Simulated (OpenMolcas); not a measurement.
## Pt2+: moving or changing the point charges

Pt2+ among 4 point charges of -2.5 e arranged as a tetrahedron (Td), 2.08 Å from the ion.
```
   1.2009    1.2009    1.2009  -2.50
   1.2009   -1.2009   -1.2009  -2.50
  -1.2009    1.2009   -1.2009  -2.50
  -1.2009   -1.2009    1.2009  -2.50
```

- Program: OpenMolcas
- Method: SS-CASPT2, IPEA 0.25 Eh, imaginary shift 0.1 Eh (closed shells correlated: 4f 5s 5p)
- Basis: ANO-RCC-VDZP [7s6p4d2f]
- Scalar Hamiltonian: DKH2, point nucleus
- Active space: 8 electrons in 5 orbitals (5d)
- State averaging: 2S+1 = 3 even, 10 roots; 2S+1 = 1 even, 15 roots
- Spin-orbit coupling: state interaction with AMFI integrals over the reference wave functions

Runs around this geometry, states (labels of Td). Energies in cm-1 above the lowest state or level, χT in cm3 K/mol; under a threefold ground state the first gap can be a small split of the lowest multiplet, not the spin-orbit step.

```
R (Å)  q (e)  Ground state  First state of that spin  First gap with spin-orbit (degeneracies)  χT at 300 K  First state of another spin
 2.08  -1.62           3T1                  3T2 2170                                680 (1, 3)        2.206                     1T2 9410
  1.9   -2.5           3T1                  3T2 2600                                580 (1, 3)        2.307                      1E 8670
 2.08   -2.5           3T1                  3T2 2600                                720 (1, 3)        2.071                     1T2 9370
 2.26   -2.5           3T1                  3T2 2130                                640 (1, 3)        2.275                     1T2 9320
```

Scaling the charges by -1.62 / -2.5 = 0.65 scales the first state of the same spin by 2170 / 2600 = 0.83; with fixed orbitals a first-order splitting would follow the charge.

Roots that are degenerate in the reference are averaged as groups; the widest CASPT2 spread within a group is 350 cm-1 (the 3-fold group of multiplicity 3 near 2130 cm-1 above the lowest state of its run, R = 2.26, q = -2.5). Shifts and gaps below about the spread of the groups concerned are not significant. An orbital triplet at a regular site is open to Jahn-Teller coupling, which can distort the site and quench the lowest spin-orbit gaps and is left out. Real 4d8 and 5d8 ions are as a rule square planar and diamagnetic. Free-ion shares, where given, are those of the reference states; single-state CASPT2 does not remix them. This is an electrostatic model: the charges have no orbitals. No measured value stands beside these numbers.
